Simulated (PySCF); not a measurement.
PySCF 2.14 output of an unrestricted B3LYP calculation on a single atom or ion in aug-cc-pVQZ-PP with one added diffuse shell each of s, p, d, f, g type with ECP28MDF (8s8p6d4f3g, 117 functions), with scalar relativity through the core potential:

```
SCF conv_tol = 1e-09
number electrons alpha = 14  beta = 11
    P. J. Stephens, F. J. Devlin, C. F. Chabalowski, and M. J. Frisch.,  J. Phys. Chem. 98, 11623 (1994)
cycle= 1 E= -295.11920769242  delta_E= -0.0106  |g|= 0.0231  |ddm|= 0.741
cycle= 2 E= -295.119633687226  delta_E= -0.000426  |g|= 0.011  |ddm|= 0.127
cycle= 3 E= -295.119706838034  delta_E= -7.32e-05  |g|= 0.00456  |ddm|= 0.0513
cycle= 4 E= -295.119719208138  delta_E= -1.24e-05  |g|= 0.000691  |ddm|= 0.0119
cycle= 5 E= -295.119724457967  delta_E= -5.25e-06  |g|= 0.00027  |ddm|= 0.00852
cycle= 6 E= -295.119725616766  delta_E= -1.16e-06  |g|= 4.67e-05  |ddm|= 0.00497
cycle= 7 E= -295.119725642519  delta_E= -2.58e-08  |g|= 3.46e-06  |ddm|= 0.000877
cycle= 8 E= -295.119725642621  delta_E= -1.02e-10  |g|= 2.49e-07  |ddm|= 8.05e-05
converged SCF energy = -295.119725642621  <S^2> = 3.7534856  2S+1 = 4.0017424
```

The run itself started from symmetry-adapted Hartree-Fock orbitals and held the occupation by maximum overlap, on a logarithmic radial grid, so the iterations belong to that start.

Q: Which element, charge and spin multiplicity is this?

A: I (iodine, neutral), multiplicity 4; the state was [Kr] 4d10 5s1 5p5 6s1, high-spin 4P determinant (an excited configuration).

Energies and moments cover only the electrons outside the core potential. The outer electron is Rydberg-like, and this basis confines it to a smaller radius and binds it less than a complete one would.
